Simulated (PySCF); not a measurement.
# CaPb⁻: energy against distance

Set-up: PySCF, scalar-relativistic core potentials, basis sets Ca def2-SVPD, Pb def2-SVPD with ECP60. Energies in eV from Ca + Pb⁻ in their ground configurations at the same level. State: ⁴Σ⁻ (quartet), unpaired electrons σ ↑, π ↑↑.

```tsv
R (Å)	M06-2X
2.769	-0.879
2.898	-1.097
3.027	-1.218
3.123	-1.264
3.220	-1.282
3.317	-1.279
3.445	-1.252
3.606	-1.194
3.800	-1.105
4.057	-0.975
```

**Question.** Put a parabola through the three lowest points of the M06-2X curve and estimate Re, k and ωe (reduced mass 33.52 u; 1 eV/Å² = 0.16022 mdyn/Å; ωe = 1302.8·√(k/μ) cm⁻¹).

**Answer.** Through R = 3.123, 3.22, 3.317 Å the second-order coefficient is 1.12 eV/Å², so Re ≈ 3.255 Å, k ≈ 0.358 mdyn/Å and ωe ≈ 135 cm⁻¹. A polynomial fit of higher order to the unrounded M06-2X energies gives Re = 3.251 Å, k = 0.321 mdyn/Å, ωe = 128 cm⁻¹; anharmonicity and rounding make the difference.

The higher-order fit for each curve: M06-2X: Re = 3.251 Å, ωe = 128 cm⁻¹, De = 1.28 eV.

Spin–orbit coupling is left out, which matters for elements this heavy, above all for dissociation energies. For an ion De counts to the pair picked by the measured ionisation energies or electron affinities, which need not be the lowest pair at this level. The state is the lowest determinant that a PBE0 search found; another state may lie lower at other levels.
